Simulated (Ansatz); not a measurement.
Born–Oppenheimer molecular dynamics of Cl2FH2NSi (7 atoms, charge 0, multiplicity 1). It starts from a relaxed structure.

Level of theory: RKS B3LYP/STO-3G in Ansatz.

```json
{
 "ensemble": "NVT, Langevin thermostat",
 "time step": "1 fs",
 "steps asked": "166",
 "set temperature": "2000 K",
 "friction": "0.005 /fs",
 "seed": "310319"
}
```

First frame:

```xyz
7
Properties=species:S:1:pos:R:3
Si -0.011 0.035 0.063
N 0.038 0.196 1.774
H -0.833 -0.014 2.305
H 0.849 -0.235 2.263
Cl 1.988 0.114 -0.604
F -0.875 1.232 -0.595
Cl -0.898 -1.769 -0.634
```

Question: How far do the bonds stretch over the last three quarters of this one trajectory? (Pairs bonded in most of those frames.)

Answer: 
```tsv
bond	mean (Å)	spread (Å)	shortest	longest
Si1–N2	1.745	0.077	1.60	1.89
Si1–Cl5	2.141	0.073	2.03	2.34
Si1–F6	1.653	0.069	1.51	1.76
Si1–Cl7	2.137	0.072	1.98	2.22
N2–H3	1.059	0.055	0.95	1.18
N2–H4	1.064	0.071	0.91	1.22
```

Mean temperature of the second half: 1300 K. The mean temperature of the second half is 35 % below the set value. A run of 0.17 ps of so small a system gives no equilibrium averages. Limits of this set-up: minimal basis.

Run time: 5.2 min on 1 thread of Arm Neoverse V1, on a shared host, peak memory 0.1 GiB.
